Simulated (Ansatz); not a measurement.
Frontier orbitals of `C[Si]N([SiH3])[SiH3]`.

```xyz
14

C    -1.1724    2.0703    0.2497
Si   -1.5214    0.4587   -0.6996
N    -0.1137   -0.4895   -0.2927
Si    0.0059   -2.1023   -0.9639
Si    1.2024    0.0310    0.7355
H    -0.2460    2.5514   -0.0868
H    -1.0784    1.9018    1.3293
H    -1.9910    2.7763    0.0921
H     0.0843   -3.1101    0.1266
H    -1.1964   -2.3494   -1.7963
H     1.2330   -2.2256   -1.7946
H     2.1890   -1.0802    0.8105
H     0.7265    0.3363    2.1084
H     1.8782    1.2314    0.1818
```

The species carries charge 0 and has multiplicity 1. All single points use the PBE0-D4/def2-TZVP geometry. It is one conformer, not always the lowest. Basis def2-TZVPP, Ansatz 0.2.0.

```json
{"functional": "PBE", "HOMO (eV)": "-5.17", "LUMO (eV)": "-2.57", "gap (eV)": "2.60"}
{"functional": "revPBE", "HOMO (eV)": "-5.13", "LUMO (eV)": "-2.51", "gap (eV)": "2.62"}
{"functional": "BLYP", "HOMO (eV)": "-5.04", "LUMO (eV)": "-2.41", "gap (eV)": "2.63"}
{"functional": "r2SCAN", "HOMO (eV)": "-5.35", "LUMO (eV)": "-2.47", "gap (eV)": "2.88"}
{"functional": "PBE0", "HOMO (eV)": "-6.20", "LUMO (eV)": "-1.74", "gap (eV)": "4.46"}
{"functional": "HSE06 (plane-wave form)", "HOMO (eV)": "-5.81", "LUMO (eV)": "-2.12", "gap (eV)": "3.69"}
{"functional": "BHLYP", "HOMO (eV)": "-7.14", "LUMO (eV)": "-0.80", "gap (eV)": "6.34"}
{"functional": "ωB97M-V", "HOMO (eV)": "-8.30", "LUMO (eV)": "0.19", "gap (eV)": "8.49"}
```

From PBE to PBE0 the HOMO moves by −1.03 eV and the LUMO by +0.83 eV, and with ωB97M-V by −3.14 and +2.76 eV, so the gap grows from 2.60 to 8.49 eV with exact exchange. A positive LUMO is unbound and depends on the basis.
